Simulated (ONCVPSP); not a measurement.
**Tc (Z = 43): excitation energies, all-electron against ONCV**

technetium (Tc), optimised norm-conserving Vanderbilt (ONCV), made with ONCVPSP 4.0.1 (PBE, scalar-relativistic). Core [Ar] 3d10, reference 4s2 4p6 4d5 5s1 (charge +1). Waves: 4s+5s: rc 1.70 bohr, ncon 4, nbas 7, qcut 6.8 1/bohr, 2 projectors; 4p: rc 1.65 bohr, ncon 4, nbas 8, qcut 8.8 1/bohr, 2 projectors, debl 2.3 Ha; 4d: rc 2.05 bohr, ncon 4, nbas 8, qcut 6.4 1/bohr, 2 projectors, debl 3.6 Ha. Local part: polynomial inside 1.55 bohr (lpopt 5, dvloc0 0 Ha). Core correction: Teter function, fcfact 2.25, rcfact 1.5.

Energies are relative to the spin-unpolarised reference configuration 4s2 4p6 4d5 5s1; without spin polarisation the order of configurations can differ from experiment.

```tsv
valence configuration	charge	ΔE all-electron (eV)	error AE − PS (meV)
4s2 4p6 4d5 5s2	0	-8.154	+1.0
4s2 4p6 4d5 5s0	+2	14.852	-3.5
4s2 4p6 4d4 5s0	+3	43.557	+3.8
4s2 4p6 4d5 5s0 5p2	0	-0.442	+11
```

Note: no bound ghost flagged; GHOST(+) flagged for p at 54.3 eV.
